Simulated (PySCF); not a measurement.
C$_{3}$H$_{7}$O, doublet, geometry from GFN2-xTB. Base run: B3LYP/3-21G run with PySCF.

Input for PySCF:
```python
from pyscf import gto, scf, dft

mol = gto.Mole()
mol.atom = '''
    C     1.476361    0.466901    0.436562
    O     0.679123    0.162342   -0.623213
    C    -0.432809   -0.654260   -0.344227
    C    -1.535893    0.105149    0.390271
    H     2.335845    1.048988    0.169802
    H     1.504872   -0.204834    1.278488
    H    -0.120268   -1.523880    0.251816
    H    -0.793488   -1.000427   -1.316698
    H    -1.861638    0.954622   -0.204428
    H    -1.161662    0.471863    1.343366
    H    -2.382598   -0.551801    0.567726
'''
mol.basis = '3-21g'
mol.charge = 0
mol.spin = 1
mol.verbose = 4
mol.build()

mf = dft.UKS(mol)
mf.xc = 'b3lyp'
mf.kernel()
mf.analyze()
```

The base run was repeated with changes; each row names its change, and settings that it needs were set with it.

```json
[
 {"change": "base", "ΔE vs base (µEh)": "0.0", "SCF cycles": "10", "<S^2>": "0.753", "outcome": "converged"},
 {"change": "diis_space = 2", "ΔE vs base (µEh)": "0.0", "SCF cycles": "19", "<S^2>": "0.753", "outcome": "converged"},
 {"change": "diis = off (with mf.max_cycle = 100)", "ΔE vs base (µEh)": "-", "SCF cycles": "100", "<S^2>": "-", "outcome": "not converged"},
 {"change": "level_shift = 0.1 (with mf.max_cycle = 100)", "ΔE vs base (µEh)": "0.0", "SCF cycles": "11", "<S^2>": "0.753", "outcome": "converged"},
 {"change": "DIIS = EDIIS", "ΔE vs base (µEh)": "-", "SCF cycles": "50", "<S^2>": "-", "outcome": "not converged"},
 {"change": "level_shift = 1.0 (with mf.max_cycle = 100)", "ΔE vs base (µEh)": "0.0", "SCF cycles": "29", "<S^2>": "0.753", "outcome": "converged"},
 {"change": "solver = newton; init_guess = 1e", "ΔE vs base (µEh)": "0.0", "SCF cycles": "-", "<S^2>": "0.753", "outcome": "converged"},
 {"change": "level_shift = 0.3 (with mf.max_cycle = 100)", "ΔE vs base (µEh)": "0.0", "SCF cycles": "13", "<S^2>": "0.753", "outcome": "converged"},
 {"change": "conv_tol = 1e-12", "ΔE vs base (µEh)": "0.0", "SCF cycles": "13", "<S^2>": "0.753", "outcome": "converged"},
 {"change": "diis = off; damp = 0.6 (with mf.diis_start_cycle = 200; with mf.max_cycle = 150)", "ΔE vs base (µEh)": "0.0", "SCF cycles": "24", "<S^2>": "0.753", "outcome": "converged"},
 {"change": "init_guess = huckel", "ΔE vs base (µEh)": "0.0", "SCF cycles": "14", "<S^2>": "0.753", "outcome": "converged"},
 {"change": "conv_tol = 1e-7", "ΔE vs base (µEh)": "0.0", "SCF cycles": "8", "<S^2>": "0.753", "outcome": "converged"},
 {"change": "init_guess = mod_huckel", "ΔE vs base (µEh)": "0.0", "SCF cycles": "12", "<S^2>": "0.753", "outcome": "converged"}
]
```

Open shells are given as the SCF converged; they aren't shown to be the lowest states, and a large step between rows can be another state.
